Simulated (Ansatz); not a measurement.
A short molecular-dynamics run on TeMe2 (C₂H₆Te).

```yaml
crystal:
  periodic: [false, false, false]
  atoms:
    - {symbol: Te, position_ang: [0.006324, 0.003242, -1.458984]}
    - {symbol: C, position_ang: [1.582104, -0.011006, 0.017946]}
    - {symbol: H, position_ang: [1.504498, -0.915074, 0.631286]}
    - {symbol: H, position_ang: [1.514749, 0.889459, 0.637760]}
    - {symbol: H, position_ang: [2.533535, -0.014421, -0.526667]}
    - {symbol: C, position_ang: [-1.582201, 0.011119, 0.004278]}
    - {symbol: H, position_ang: [-1.512697, 0.914466, 0.619632]}
    - {symbol: H, position_ang: [-1.517417, -0.890100, 0.623286]}
    - {symbol: H, position_ang: [-2.528896, 0.012325, -0.548536]}
basis:
  gaussian: {orbitals: def2-SVP}
hamiltonian: {xc: {name: r2SCAN}, dispersion: d4}
md: {timestep: 0.5 fs, n_steps: 15, ensemble: nve, temperature: 1000, initial_velocities: maxwell_boltzmann, seed: 63}
scf: {omitted_lower_state_checks: [starts]}
```

```sh
$ ansatz run in.yaml --threads 4 --pin off --events-out ev --progress --plain --max-ram 3916MiB
```

```tsv
step	time (fs)	potential energy (eV)	kinetic (eV)	T (K)	conserved (eV)
0	0.0	-9464.5876	0.9048	1000	-9463.6827
1	0.5	-9464.5713	0.8888	982	-9463.6825
2	1.0	-9464.5302	0.8483	938	-9463.6820
3	1.5	-9464.4731	0.7918	875	-9463.6813
4	2.0	-9464.4104	0.7296	806	-9463.6807
5	2.5	-9464.3509	0.6704	741	-9463.6805
6	3.0	-9464.2985	0.6179	683	-9463.6806
7	3.5	-9464.2516	0.5706	631	-9463.6810
8	4.0	-9464.2049	0.5236	579	-9463.6813
9	4.5	-9464.1535	0.4721	522	-9463.6814
10	5.0	-9464.0956	0.4144	458	-9463.6812
11	5.5	-9464.0337	0.3528	390	-9463.6809
12	6.0	-9463.9734	0.2930	324	-9463.6804
13	6.5	-9463.9221	0.2422	268	-9463.6800
14	7.0	-9463.8866	0.2070	229	-9463.6797
15	7.5	-9463.8715	0.1919	212	-9463.6796
```

Velocities are drawn at the set temperature; a run this short doesn't reach equilibrium.

In the def2 sets Te takes a core potential; there is no spin–orbit coupling.

Frames (Å, forces in eV/Å):

```xyz
9
time=0.0 fs
Te    0.006    0.003   -1.459    0.001    0.000   -0.128
C     1.582   -0.011    0.018   -0.065    0.001   -0.042
H     1.504   -0.915    0.631    0.013   -0.072    0.064
H     1.515    0.889    0.638    0.014    0.071    0.064
H     2.534   -0.014   -0.527    0.076    0.000   -0.021
C    -1.582    0.011    0.004    0.065    0.000   -0.042
H    -1.513    0.914    0.620   -0.013    0.071    0.064
H    -1.517   -0.890    0.623   -0.014   -0.071    0.064
H    -2.529    0.012   -0.549   -0.076    0.000   -0.022
9
time=0.5 fs
Te    0.006    0.003   -1.460   -0.006   -0.036    0.075
C     1.584   -0.010    0.022   -0.049   -0.078   -0.208
H     1.522   -0.906    0.646    0.000   -0.224   -0.008
H     1.531    0.874    0.657   -0.026    0.317    0.064
H     2.517   -0.007   -0.552    0.130   -0.016    0.081
C    -1.582    0.010    0.005    0.245   -0.088   -0.190
H    -1.515    0.907    0.609    0.064    0.408    0.315
H    -1.549   -0.883    0.628    0.108   -0.289    0.177
H    -2.518    0.022   -0.539   -0.467    0.007   -0.305
9
time=1.0 fs
Te    0.006    0.003   -1.460   -0.017   -0.073    0.271
C     1.585   -0.010    0.026   -0.008   -0.145   -0.363
H     1.540   -0.897    0.661   -0.010   -0.358   -0.092
H     1.547    0.860    0.676   -0.060    0.532    0.048
H     2.502    0.000   -0.577    0.156   -0.031    0.206
C    -1.581    0.008    0.006    0.421   -0.210   -0.309
H    -1.516    0.901    0.598    0.141    0.728    0.551
H    -1.580   -0.876    0.633    0.216   -0.465    0.265
H    -2.509    0.033   -0.530   -0.837    0.022   -0.577
9
time=1.5 fs
Te    0.006    0.003   -1.461   -0.031   -0.109    0.457
C     1.587   -0.009    0.031    0.051   -0.189   -0.492
H     1.558   -0.889    0.675   -0.021   -0.466   -0.190
H     1.563    0.847    0.695   -0.090    0.699    0.005
H     2.486    0.006   -0.602    0.161   -0.045    0.351
C    -1.580    0.006    0.007    0.547   -0.344   -0.388
H    -1.518    0.896    0.589    0.211    0.991    0.748
H    -1.611   -0.870    0.638    0.311   -0.579    0.315
H    -2.502    0.043   -0.522   -1.140    0.042   -0.806
9
time=2.0 fs
Te    0.006    0.003   -1.461   -0.046   -0.145    0.631
C     1.588   -0.008    0.035    0.122   -0.206   -0.579
H     1.576   -0.883    0.689   -0.032   -0.544   -0.302
H     1.579    0.835    0.714   -0.117    0.808   -0.071
H     2.471    0.013   -0.626    0.155   -0.059    0.509
C    -1.579    0.005    0.008    0.579   -0.455   -0.421
H    -1.518    0.894    0.582    0.270    1.158    0.881
H    -1.641   -0.865    0.645    0.396   -0.621    0.317
H    -2.497    0.053   -0.517   -1.329    0.064   -0.966
9
time=2.5 fs
Te    0.006    0.003   -1.462   -0.061   -0.180    0.793
C     1.590   -0.008    0.039    0.199   -0.194   -0.616
H     1.594   -0.877    0.703   -0.046   -0.590   -0.425
H     1.594    0.826    0.733   -0.144    0.856   -0.184
H     2.457    0.020   -0.649    0.148   -0.072    0.671
C    -1.578    0.003    0.009    0.483   -0.510   -0.407
H    -1.519    0.894    0.577    0.314    1.200    0.932
H    -1.670   -0.863    0.652    0.478   -0.591    0.268
H    -2.496    0.063   -0.514   -1.371    0.081   -1.034
9
time=3.0 fs
Te    0.005    0.003   -1.462   -0.075   -0.215    0.942
C     1.591   -0.007    0.042    0.275   -0.156   -0.601
H     1.612   -0.873    0.715   -0.064   -0.605   -0.554
H     1.609    0.819    0.752   -0.173    0.848   -0.328
H     2.442    0.026   -0.670    0.147   -0.084    0.828
C    -1.577    0.001    0.009    0.249   -0.483   -0.353
H    -1.518    0.898    0.574    0.340    1.107    0.898
H    -1.698   -0.861    0.660    0.560   -0.499    0.173
H    -2.498    0.074   -0.513   -1.259    0.086   -1.005
9
time=3.5 fs
Te    0.005    0.003   -1.463   -0.088   -0.248    1.078
C     1.593   -0.007    0.046    0.346   -0.101   -0.540
H     1.629   -0.871    0.726   -0.087   -0.591   -0.685
H     1.624    0.813    0.770   -0.206    0.793   -0.494
H     2.428    0.033   -0.689    0.160   -0.095    0.969
C    -1.576   -0.001    0.010   -0.106   -0.365   -0.269
H    -1.517    0.904    0.573    0.349    0.892    0.787
H    -1.724   -0.861    0.668    0.645   -0.362    0.043
H    -2.503    0.085   -0.514   -1.012    0.076   -0.890
9
time=4.0 fs
Te    0.005    0.003   -1.463   -0.099   -0.280    1.200
C     1.594   -0.006    0.050    0.406   -0.036   -0.443
H     1.646   -0.869    0.735   -0.114   -0.556   -0.810
H     1.638    0.810    0.786   -0.243    0.705   -0.670
H     2.415    0.039   -0.706    0.191   -0.103    1.087
C    -1.575   -0.003    0.010   -0.542   -0.166   -0.167
H    -1.515    0.912    0.574    0.342    0.587    0.621
H    -1.749   -0.861    0.676    0.730   -0.200   -0.107
H    -2.510    0.096   -0.518   -0.670    0.050   -0.711
9
time=4.5 fs
Te    0.005    0.003   -1.464   -0.108   -0.311    1.311
C     1.596   -0.006    0.053    0.452    0.030   -0.324
H     1.663   -0.870    0.743   -0.146   -0.505   -0.923
H     1.652    0.808    0.801   -0.285    0.597   -0.841
H     2.402    0.044   -0.720    0.241   -0.109    1.174
C    -1.574   -0.005    0.011   -1.011    0.090   -0.062
H    -1.512    0.921    0.577    0.323    0.231    0.424
H    -1.773   -0.862    0.684    0.815   -0.034   -0.262
H    -2.519    0.107   -0.523   -0.281    0.010   -0.495
9
time=5.0 fs
Te    0.005    0.003   -1.464   -0.114   -0.340    1.410
C     1.598   -0.006    0.057    0.480    0.090   -0.199
H     1.680   -0.871    0.748   -0.182   -0.444   -1.018
H     1.665    0.807    0.814   -0.329    0.484   -0.995
H     2.389    0.050   -0.732    0.311   -0.112    1.225
C    -1.573   -0.007    0.011   -1.465    0.376    0.036
H    -1.508    0.931    0.581    0.294   -0.134    0.220
H    -1.794   -0.863    0.692    0.895    0.119   -0.409
H    -2.528    0.118   -0.530    0.110   -0.039   -0.270
9
time=5.5 fs
Te    0.005    0.003   -1.465   -0.118   -0.366    1.498
C     1.600   -0.005    0.060    0.489    0.139   -0.079
H     1.696   -0.874    0.751   -0.220   -0.381   -1.088
H     1.677    0.808    0.825   -0.374    0.374   -1.121
H     2.377    0.055   -0.740    0.400   -0.111    1.238
C    -1.573   -0.009    0.012   -1.868    0.666    0.116
H    -1.503    0.941    0.585    0.260   -0.475    0.030
H    -1.813   -0.864    0.698    0.966    0.246   -0.537
H    -2.538    0.129   -0.537    0.465   -0.094   -0.057
9
time=6.0 fs
Te    0.004    0.003   -1.465   -0.118   -0.390    1.576
C     1.602   -0.005    0.063    0.476    0.175    0.023
H     1.712   -0.877    0.751   -0.259   -0.320   -1.131
H     1.688    0.810    0.833   -0.418    0.277   -1.210
H     2.367    0.060   -0.746    0.503   -0.105    1.210
C    -1.573   -0.011    0.012   -2.194    0.941    0.171
H    -1.498    0.950    0.589    0.223   -0.768   -0.134
H    -1.830   -0.865    0.703    1.023    0.339   -0.637
H    -2.546    0.140   -0.545    0.764   -0.148    0.132
9
time=6.5 fs
Te    0.004    0.003   -1.466   -0.114   -0.412    1.644
C     1.604   -0.004    0.067    0.441    0.195    0.097
H     1.727   -0.881    0.748   -0.297   -0.265   -1.142
H     1.698    0.812    0.838   -0.459    0.197   -1.256
H     2.357    0.065   -0.748    0.618   -0.096    1.145
C    -1.573   -0.012    0.013   -2.431    1.187    0.194
H    -1.493    0.957    0.593    0.185   -1.000   -0.263
H    -1.845   -0.864    0.707    1.064    0.392   -0.705
H    -2.552    0.151   -0.552    0.994   -0.197    0.287
9
time=7.0 fs
Te    0.004    0.003   -1.466   -0.106   -0.431    1.703
C     1.606   -0.003    0.070    0.387    0.198    0.137
H     1.742   -0.886    0.743   -0.334   -0.220   -1.122
H     1.707    0.815    0.840   -0.495    0.139   -1.258
H     2.349    0.069   -0.748    0.739   -0.083    1.043
C    -1.574   -0.014    0.013   -2.574    1.398    0.182
H    -1.487    0.961    0.596    0.149   -1.163   -0.353
H    -1.856   -0.862    0.709    1.086    0.402   -0.738
H    -2.556    0.161   -0.558    1.149   -0.240    0.405
9
time=7.5 fs
Te    0.004    0.003   -1.466   -0.093   -0.447    1.754
C     1.609   -0.003    0.074    0.314    0.186    0.133
H     1.755   -0.891    0.735   -0.367   -0.188   -1.069
H     1.715    0.818    0.839   -0.526    0.105   -1.212
H     2.342    0.074   -0.746    0.860   -0.067    0.912
C    -1.575   -0.015    0.014   -2.621    1.568    0.134
H    -1.480    0.963    0.599    0.117   -1.253   -0.404
H    -1.866   -0.860    0.709    1.086    0.367   -0.732
H    -2.557    0.170   -0.564    1.230   -0.272    0.484
```

Run time 31 s (4 threads of Intel Xeon on a shared host).
